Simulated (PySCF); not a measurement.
C₃H₉AlO, SMILES CC[CH2][AlH][OH].

Geometry: B3LYP-D3(BJ)/def2-SVP. Other conformers were not sampled.

These are TDA-PBE0/def2-SVPD run with PySCF values and carry that method's errors.

Vertical excitations. Gas-phase values at a fixed geometry.

```csv
state,energy (eV),λ (nm),f,main pairs
S1,5.59,222,0.001,HOMO→LUMO 99 %
S2,6.56,189,0.051,HOMO→LUMO+1 97 %
S3,6.98,178,0.019,HOMO−1→LUMO 96 %
S4,7.06,176,0.067,HOMO→LUMO+2 92 %
S5,7.43,167,0.017,HOMO−2→LUMO 82 %
S6,7.59,163,0.002,"HOMO−3→LUMO 75 %, HOMO−1→LUMO+1 13 %"
S7,7.65,162,0.050,"HOMO−2→LUMO+1 64 %, HOMO−3→LUMO+1 25 %"
S8,7.83,158,0.007,HOMO−4→LUMO 95 %
S9,7.85,158,0.078,"HOMO−1→LUMO+1 56 %, HOMO−3→LUMO 18 %, HOMO→LUMO+3 10 %"
S10,7.96,156,0.227,"HOMO→LUMO+3 68 %, HOMO→LUMO+4 17 %"
T1,5.19,239,0,HOMO→LUMO 97 %
T2,6.06,205,0,HOMO→LUMO+1 84 %
T3,6.41,193,0,HOMO−1→LUMO 92 %
T4,6.62,187,0,"HOMO−2→LUMO 59 %, HOMO−3→LUMO 37 %"
```
Triplets are in the Tamm–Dancoff approximation.
